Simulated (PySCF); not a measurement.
Frontier orbitals and the lowest excitations

Compound: C3H9AlO.
Cartesian coordinates in Å at the PBE0-D3(BJ)/def2-SVP level; atoms count from 1:
```
atom  x, y, z in Å
C1    -1.3778   -1.0306    0.1945
C2    -0.6938    0.1076    0.9352
C3    -1.1309    1.4699    0.4214
O4     0.6998    0.0165    0.8677
Al5    2.0022   -0.8504    0.2164
H6    -2.4716   -0.9706    0.3006
H7    -1.1367   -0.9953   -0.8809
H8    -1.0516   -2.0075    0.5839
H9    -0.9776    0.0410    2.0040
H10   -2.2157    1.6119    0.5411
H11   -0.6101    2.2676    0.9704
H12   -0.8835    1.5709   -0.6478
H13    1.7631   -2.1360   -0.6842
H14    3.4363   -0.2904    0.5782
```

Level of theory: TDDFT CAM-B3LYP/def2-SVPD, vertical, gas phase, core orbitals frozen in the response (PySCF).

Frontier orbitals with the atoms that hold most of them (Löwdin shares over 4%, at most four atoms; ? is withheld):

```
orbital  ε (eV)                              atoms
 LUMO+2    1.42   Al5 52%, H13 13%, H14 12%, O4 8%
 LUMO+1    0.91              Al5 63%, C3 5%, C1 5%
   LUMO       ?                                  ?
   HOMO   -9.23                                  ?
 HOMO-1   -9.55      O4 51%, C2 16%, C3 11%, H9 8%
 HOMO-2  -10.23  Al5 25%, H14 22%, O4 20%, H13 10%
 HOMO-3  -11.52    C3 24%, C1 23%, H11 14%, H8 12%
```

(1) Which atoms hold the HOMO, and with what shares?

(2) Give the leading atoms of the LUMO.

(3) What is the LUMO energy, and the HOMO–LUMO gap?

Answers

(1) O4 (bonded to Al and C) 35%; Al5 (bonded to O and 2 H) 19%; H13 (bonded to Al) 16%; H14 (bonded to Al) 9%. By element: oxygen 35%, hydrogen 26% or more, aluminium 19%.

(2) Al5 (bonded to O and 2 H) 59%; O4 (bonded to Al and C) 16%; H13 (bonded to Al) 11%; H14 (bonded to Al) 10%. By element: aluminium 59%, hydrogen 22% or more, oxygen 16%.

(3) ε(LUMO) = -0.02 eV; the gap is 9.21 eV (0.3383 hartree).

Problem. How does S1 compare with the orbital gap of 9.21 eV?

Solution. S1 is at 5.61 eV (f = 0.0000), 3.60 eV below the gap, made of HOMO→LUMO (93%). Without the coupling terms of the response equations the lowest excitation would equal the gap.

Problem. Give energy, strength and leading configuration of S1, S2 and S3, and follow the Löwdin shares of the leading atoms from the occupied to the empty orbital.

Solution. 
- S1 (5.61 eV, f 0.0000), HOMO→LUMO (93%): O4 35% → 16%, Al5 19% → 59%
- S2 (6.61 eV, f 0.087), HOMO-1→LUMO (84%): O4 51% → 16%, C2 16% → at most 4%, Al5 at most 9% → 59%
- S3 (6.69 eV, f 0.011), HOMO-2→LUMO (84%): Al5 25% → 59%, H14 22% → 10%, O4 20% → 16%

One conformer stands for the species.
